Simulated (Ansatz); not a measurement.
Program: Ansatz. Geometries: PBE0-D4/def2-TZVP. ΔE: electronic, gas phase. CCSD(T)/CBS adds triple-zeta CCSD(T) − MP2 to the extrapolated MP2 energy (def2 sets, frozen cores). This one scheme is used for every species. Functionals use def2-TZVPP. HSE06 is defined as in plane-wave codes. For Ga outer-core shells are correlated without core-valence functions, which leaves a few kJ/mol of doubt a bond. Scalar relativity is left out up to krypton. One conformer a species, not always the lowest.

Reaction (ligand exchange at a Ga–N bond): `[NH2][GaH][SiH3]` + HCl → `[SiH3][GaH][Cl]` + NH₃

| level | ΔE (kJ/mol) | difference from CCSD(T)/CBS |
| --- | --- | --- |
| r2SCANh-D4 | -82.1 | -7.6 |
| r2SCAN0-D4 | -84.2 | -9.7 |
| HSE06-D4 | -83.1 | -8.6 |
| BHLYP-D4 | -87.5 | -13.0 |
| ωB97M-V | -80.9 | -6.4 |
| r2SCANh | -82.3 | -7.8 |
| RPA@PBE/def2-TZVPP | -69.8 | 4.7 |
| MP2/def2-SVP | -72.5 | 2.0 |
| HF/def2-TZVPP | -96.8 | -22.3 |
| SCS-MP2/def2-TZVPP | -76.1 | -1.6 |
| CCSD(T)/CBS | -74.5 | 0 |

Largest T1 diagnostic among the species: 0.015.

From PBE to PBE0 (25 % exact exchange), in def2-TZVPP and without D4, ΔE moves by −4.6 kJ/mol. In def2-TZVPP, CCSD(T) changes the Hartree–Fock value by +22.7 kJ/mol (the triples alone add +2.0 kJ/mol) and MP2 by +21.6 kJ/mol.
